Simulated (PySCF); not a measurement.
C$_{2}$H (SMILES [C-]#C), charge -1, singlet, geometry from GFN2-xTB; MP2/cc-pVTZ run with PySCF.

Here is a job for PySCF.
```python
from pyscf import gto, scf, mp

mol = gto.Mole()
mol.atom = '''
    C    -0.000000   -0.000000   -0.479965
    C     0.000000    0.000000    0.746059
    H    -0.000000   -0.000000   -1.596566
'''
mol.basis = 'cc-pvtz'
mol.charge = -1
mol.spin = 0
mol.verbose = 4
mol.build()

mf = scf.RHF(mol)
mf.kernel()

pt = mp.MP2(mf)
pt.kernel()
print('E(MP2) = %.10f' % pt.e_tot)
```

The log (banner, timings and long lists left out):

```
PySCF version 2.14.0

[INPUT] verbose = 4
[INPUT] num. atoms = 3
[INPUT] num. electrons = 14
[INPUT] charge = -1
[INPUT] spin (= nelec alpha-beta = 2S) = 0
[INPUT] symmetry False subgroup None
[INPUT] Mole.unit = angstrom
[INPUT] Symbol           X                Y                Z      unit          X                Y                Z       unit  Magmom
[INPUT]  1 C      0.000000000000   0.000000000000  -0.479965000000 AA    0.000000000000   0.000000000000  -0.907002399377 Bohr   0.0
[INPUT]  2 C      0.000000000000   0.000000000000   0.746059000000 AA    0.000000000000   0.000000000000   1.409847182767 Bohr   0.0
[INPUT]  3 H      0.000000000000   0.000000000000  -1.596566000000 AA    0.000000000000   0.000000000000  -3.017072479792 Bohr   0.0

nuclear repulsion = 19.7371931732209
number of shells = 24
number of NR pGTOs = 100
number of NR cGTOs = 74
basis = cc-pvtz
ecp = {}

******** <class 'pyscf.scf.hf.RHF'> ********
method = RHF
initial guess = minao
damping factor = 0
level_shift factor = 0
DIIS = <class 'pyscf.scf.diis.CDIIS'>
diis_start_cycle = 1
diis_space = 8
diis_damp = 0
SCF conv_tol = 1e-09
SCF conv_tol_grad = None
SCF max_cycles = 50
direct_scf = True
direct_scf_tol = 1e-13
Set gradient conv threshold to 3.16228e-05
Initial guess from minao.
init E= -76.2209099969794
  HOMO = -0.284987980217275  LUMO = 0.113809045850307  gap/eV = 10.85182
cycle= 1 E= -76.1712393337179  delta_E= 0.0497  |g|= 0.366  |ddm|= 1.28
  HOMO = -0.0541771495632621  LUMO = 0.321107573266332  gap/eV = 10.21202
cycle= 2 E= -76.2100292006246  delta_E= -0.0388  |g|= 0.212  |ddm|= 1.12
  HOMO = -0.109445343474625  LUMO = 0.338993374697431  gap/eV = 12.20264
cycle= 3 E= -76.2221576856111  delta_E= -0.0121  |g|= 0.0472  |ddm|= 0.262
  HOMO = -0.120507308591376  LUMO = 0.33649800492784  gap/eV = 12.43575
cycle= 4 E= -76.2231700193942  delta_E= -0.00101  |g|= 0.0229  |ddm|= 0.145
  HOMO = -0.115971282726408  LUMO = 0.33784479629079  gap/eV = 12.34896
cycle= 5 E= -76.2233466930274  delta_E= -0.000177  |g|= 0.00393  |ddm|= 0.0443
  HOMO = -0.115369048630711  LUMO = 0.33758119364056  gap/eV = 12.32540
cycle= 6 E= -76.2233609163944  delta_E= -1.42e-05  |g|= 0.00113  |ddm|= 0.0181
  HOMO = -0.115337571149749  LUMO = 0.337638996343475  gap/eV = 12.32612
cycle= 7 E= -76.2233615422333  delta_E= -6.26e-07  |g|= 0.000137  |ddm|= 0.00525
  HOMO = -0.115337685837372  LUMO = 0.337646775839618  gap/eV = 12.32634
cycle= 8 E= -76.2233615516569  delta_E= -9.42e-09  |g|= 1.33e-05  |ddm|= 0.000854
  HOMO = -0.115337709570198  LUMO = 0.337645628689911  gap/eV = 12.32630
cycle= 9 E= -76.2233615517942  delta_E= -1.37e-10  |g|= 1.54e-06  |ddm|= 8.16e-05
  HOMO = -0.115337363931997  LUMO = 0.337645778644314  gap/eV = 12.32630
Extra cycle  E= -76.2233615517954  delta_E= -1.22e-12  |g|= 5.5e-07  |ddm|= 4.81e-06
converged SCF energy = -76.2233615517954

******** <class 'pyscf.mp.mp2.RMP2'> ********
nocc = 7, nmo = 74
E(RMP2) = -76.5606108581509  E_corr = -0.337249306355513
E(SCS-RMP2) = -76.5593663792735  E_corr = -0.336004827478121
E_corr(same-spin) = -0.0792627001713399
E_corr(oppo-spin) = -0.257986606184173
E(MP2) = -76.5606108582
```
